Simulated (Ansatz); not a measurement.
(NaOH)2 ring (Na₂O₂H₂), 6 atoms. Hardware: 4 threads of Intel Xeon on a shared host.

Correlated methods freeze 4 core orbitals; core or outer-core shells of Na are correlated, in sets that lack core-valence functions.

(1) How many basis functions does each of these Ansatz runs have, and roughly what does it cost? PBE-D4/def2-TZVPD, charge -1 doublet at the geometry of the charge 0 singlet, energy, from earlier orbitals; r2SCAN-D4/def2-TZVP, charge 0 singlet, energy and forces, from earlier orbitals; CCSD(T)/def2-TZVPP, charge 0 singlet, energy, from earlier orbitals; RPA@PBE/def2-TZVP, charge 0 singlet, energy, from earlier orbitals; PBE0-D4/def2-TZVP, charge 0 singlet, energy, from earlier orbitals; revPBE-D4/def2-TZVP, charge 0 singlet, energy, from earlier orbitals; MP2/def2-TZVP, charge 0 singlet, energy, from earlier orbitals; PBE-D4/def2-TZVP, charge 0 singlet, energy, from earlier orbitals; B2PLYP/def2-TZVP, charge 0 singlet, energy, from earlier orbitals; PBE0-D4/def2-SVP, charge 0 singlet, energy, from earlier orbitals; PBE0-D4/def2-SVP, charge -1 doublet at the geometry of the charge 0 singlet, energy with a search over starts; PBE-D4/def2-TZVPD, charge 0 singlet, energy, from earlier orbitals.

Answers

(1) Other jobs shared the machine, so times can vary by a factor of up to 3. A dash marks memory too small to be measured apart from the calling script's.

```csv
run,functions,fitting or Cholesky vectors,wall time,peak host memory (GiB)
"PBE0-D4/def2-SVP, charge 0 singlet, energy, from earlier orbitals",68,636,1.1 s,–
"revPBE-D4/def2-TZVP, charge 0 singlet, energy, from earlier orbitals",138,944,1.3 s,–
"PBE-D4/def2-TZVP, charge 0 singlet, energy, from earlier orbitals",138,944,1.5 s,–
"MP2/def2-TZVP, charge 0 singlet, energy, from earlier orbitals",138,1078,1.6 s,–
"PBE-D4/def2-TZVPD, charge 0 singlet, energy, from earlier orbitals",168,1106,2 s,–
"PBE0-D4/def2-TZVP, charge 0 singlet, energy, from earlier orbitals",138,962,2.3 s,–
"RPA@PBE/def2-TZVP, charge 0 singlet, energy, from earlier orbitals",138,1078,2.7 s,–
"r2SCAN-D4/def2-TZVP, charge 0 singlet, energy and forces, from earlier orbitals",138,944,2.7 s,–
"B2PLYP/def2-TZVP, charge 0 singlet, energy, from earlier orbitals",138,1078,3.3 s,–
"PBE0-D4/def2-SVP, charge -1 doublet at the geometry of the charge 0 singlet, energy with a search over starts",68,636,4.2 s,–
"PBE-D4/def2-TZVPD, charge -1 doublet at the geometry of the charge 0 singlet, energy, from earlier orbitals",168,1106,4.2 s,–
"CCSD(T)/def2-TZVPP, charge 0 singlet, energy, from earlier orbitals",154,1134,34 s,1.4
```
